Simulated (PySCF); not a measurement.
**Mo⁺ (molybdenum, charge +1): LDA calculation**

Configuration: [Kr] 4d4 5s1, high-spin 6D determinant (an excited configuration). All numbers are calculated (PySCF 2.14, scalar relativity through the core potential, in aug-cc-pVTZ-PP with ECP28MDF (6s6p5d3f2g, 88 functions)).

* Total energy: -67.3875 hartree
* One-electron energy: -111.2157 hartree
* Hartree (Coulomb) energy: 51.2103 hartree
* Exchange-correlation energy: -7.3820 hartree
* ⟨S²⟩: 8.7502
* ⟨L²⟩: 6.005
* Sum of ⟨r⟩: 20.10 bohr
* Sum of ⟨r²⟩: 39.61 bohr²
* Traceless quadrupole moment −½Σ⟨3z² − r²⟩ along its main axis: -0.969 e·bohr²

| shell | electrons | mean orbital energy (hartree) | spread (hartree) | rms radius, mean of both spins (bohr) |
| --- | --- | --- | --- | --- |
| 4s α | 1 | -2.77139 | 0 | 1.18 |
| 4s β | 1 | -2.67319 | 0 | 1.18 |
| 4p α | 3 | -1.81423 | 0.02073 | 1.33 |
| 4p β | 3 | -1.71178 | 0.04088 | 1.33 |
| 4d α | 4 | -0.50614 | 0.02134 | 1.98 |
| 5s α | 1 | -0.44024 | 0 | 3.24 |

Energies and moments cover only the electrons outside the core potential.
